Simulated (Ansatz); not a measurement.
Reaction (substitution at a C–Sn bond): `CN[CH2][SnH3]` + `C=N` → `C=NCNC` + `[SnH4]`

Computed with Ansatz on PBE0-D4/def2-TZVP structures; ΔE is electronic, products minus reactants. CCSD(T)/CBS is the MP2 limit (def2-TZVPP, def2-QZVPP) plus CCSD(T) − MP2 in def2-TZVPP, frozen cores. This one scheme is used for every species. Functionals use def2-TZVPP. def2 core potentials past Kr. For Sn outer-core shells are correlated without core-valence functions, which leaves a few kJ/mol of doubt a bond. One conformer a species, not always the lowest.

```csv
species,PBE0 energy (Eh)
`CN[CH2][SnH3]`,-350.52458
`C=N`,-94.55153
`C=NCNC`,-228.41099
`[SnH4]`,-216.66540
```

(1) Work out ΔE.

Largest T1 diagnostic among the species: 0.013.

## Answers

(1) ΔE = (-228.41099) + (-216.66540) − (-350.52458) − (-94.55153) = -0.00028 Eh = -0.01 eV. CCSD(T)/CBS gives +0.11 eV.

In def2-TZVPP, CCSD(T) changes the Hartree–Fock value by +0.10 eV (the triples alone add +0.00 eV) and MP2 by +0.14 eV.
